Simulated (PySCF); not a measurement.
Species: C3H9NSi2.
Geometry (PBE0-D3(BJ)/def2-SVP, Å), atoms numbered from 1 in this order:
```
atom  x, y, z in Å
C1    -3.4367    0.6555    0.4349
C2    -2.1955   -0.0204    0.1072
C3    -1.1491   -0.5861   -0.1635
Si4    0.4303   -1.4259   -0.5621
N5     1.7984   -0.3523   -0.5659
Si6    2.8945    0.0100    0.7367
H7    -4.0743    0.7697   -0.4557
H8    -4.0062    0.0904    1.1893
H9    -3.2414    1.6597    0.8427
H10    0.6884   -2.4754    0.4644
H11    0.2892   -2.0451   -1.9134
H12    1.8602    0.2587   -1.3769
H13    2.6104    1.3171    1.4119
H14    4.3033    0.0708    0.2363
H15    2.7634   -1.0835    1.7432
```

Jobs on this species (15 atoms, 62 electrons) with PySCF (density fitting). Hardware of each: one thread of an Arm Neoverse N1 (shared host). Other jobs ran on the host; a repeat could differ by tens of per cent or more.

```
                level and settings                                         work  basis functions  SCF cycles  wall time
                     OPBE/pcSseg-1                                   shieldings              161           ?          ?
PBE0-D3(BJ)/def2-SVP, grid level 1  geometry optimisation from a GFN2-xTB start              137           ?          ?
                     BP86/pcSseg-1                                   shieldings              161           ?          ?
                      PBE/pcSseg-1                                   shieldings              161          15       37 s
                       HF/pcSseg-1                                   shieldings              161          12       15 s
                     BLYP/pcSseg-1                                   shieldings              161          15       36 s
                      LDA/pcSseg-1                                   shieldings              161          15       28 s
```

Task: Fill in the missing figures.

Result: 
- OPBE/pcSseg-1; shieldings: 36 s, 15 SCF cycles
- PBE0-D3(BJ)/def2-SVP, grid level 1; geometry optimisation from a GFN2-xTB start: 3.6 min, 128 SCF cycles
- BP86/pcSseg-1; shieldings: 36 s, 15 SCF cycles

Task: What do all jobs in the table cost together?

Result: About 6.7 min; the longest takes about 53 % of that, and about 14 times as long as the shortest.
